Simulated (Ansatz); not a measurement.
`CCC(C)C(C)C` + `C[S][Ge][OH]` → `C[O][Ge][S]C` + `CCCC(C)C`  (substitution at a C–C bond)

Isolated molecules relaxed with PBE0-D4/def2-TZVP in Ansatz; ΔE leaves out vibrations. CCSD(T)/CBS is the MP2 limit (def2-TZVPP, def2-QZVPP) plus CCSD(T) − MP2 in def2-TZVPP, frozen cores. DFT in def2-TZVPP. B3LYP here is the variant with VWN-RPA as its local correlation; programs differ in this. For Ge outer-core shells are correlated without core-valence functions, which leaves a few kJ/mol of doubt a bond. Scalar relativity is left out up to krypton. Each species was taken in one conformer, which may not be the lowest.

| level | ΔE (kJ/mol) |
| --- | --- |
| PBE-D4 | 49.6 |
| B3LYP-D4 | 45.7 |
| PBE0 | 50.3 |
| CCSD/def2-TZVPP | 54.2 |
| CCSD(T)/def2-TZVPP | 54.9 |
| MP2/def2-QZVPP | 63.0 |
| SCS-MP2/def2-QZVPP | 56.7 |
| HF/CBS(def2) | 40.5 |

(1) What does CCSD(T)/CBS give? (Best estimate.)

Largest T1 diagnostic among the species: 0.015.

## Answers

(1) Computed: +58.2 kJ/mol. The listed levels differ from it by -8.6, -12.5, -7.9, -4.0, -3.3, 4.8, -1.5, -17.7 kJ/mol.

From PBE to PBE0 (25 % exact exchange), in def2-TZVPP and without D4, ΔE moves by +3.9 kJ/mol. The D4 term adds +4.9 kJ/mol with B3LYP and +2.8 kJ/mol with PBE0; it sums over pairs of atoms, weighted by their polarisabilities, and B3LYP, whose exchange is more repulsive, gets the larger term.
